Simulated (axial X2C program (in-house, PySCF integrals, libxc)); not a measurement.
# Low determinants of SeI⁺ at the PBE0 level, without spin–orbit coupling

Calculated with an in-house all-electron X2C program for linear molecules (integrals from PySCF). Spin-free means the one-electron spin-free X2C Hamiltonian. Basis: I dyall-cv3z [11s12p8d4f1g], Se dyall-cv3z [8s9p6d4f1g] (cores contracted in-house); Gaussian nuclei, density fitting, unrestricted open shells. Masses: I 126.904 u, Se 79.917 u.

Search at 2.368 Å (vertical energies from the lowest determinant):

```
ΔE (eV)           state  electrons beyond evenly filled partner blocks  electrons in σ, π, δ, φ
   0.00  M_S = 1, Λ = 0                                       π+α, π-α               36 38 12 0
   0.71  M_S = 0, Λ = 2                                       π+α, π+β               36 38 12 0
   0.71  M_S = 0, Λ = 0                                       π+β, π-α               36 38 12 0
   2.52  M_S = 1, Λ = 2                      2 × π+α, 2 × π+β, 2 × π-α               36 38 12 0
   3.45  M_S = 1, Λ = 1                                        σα, π+α               37 37 12 0
   3.69  M_S = 0, Λ = 1                                        σα, π+β               37 37 12 0
   4.08  M_S = 1, Λ = 1                              σα, π+α, π+β, π-α               35 39 12 0
```

Lowest determinant, M_S = 1, Λ = 0 (beyond evenly filled blocks: π+α, π-α): Re = 2.353 Å, ωe = 323.9 cm⁻¹.

The determinant in row 2 of the search, M_S = 0, Λ = 2 (beyond evenly filled blocks: π+α, π+β), was followed along the bond at PBE0; measured from the minimum of the lowest determinant it gives:

Te = 0.706 eV (5694 cm⁻¹), Re = 2.347 Å, ωe = 329.9 cm⁻¹.

(1) Compare the bond of the determinant in row 2 with that of the lowest one.

The search compares states at one distance, so a state with another bond length can lie lower; it is not exhaustive and yields mostly the lowest determinant of each block pattern, so other components and higher states of one pattern are missing. These are energies of single determinants, not of spin-adapted states; PBE0 term energies can be off by some tenths of an eV, and the functional has no current term. The lowest determinant need not be the ground state where others lie within half an eV.

## Answers

(1) At PBE0 its Re is 0.006 Å shorter and its force constant, which goes as ωe², is 1.04 times that of the lowest determinant. T0 ≈ Te + Δωe/2 = 5694 + (3) = 5697 cm⁻¹.
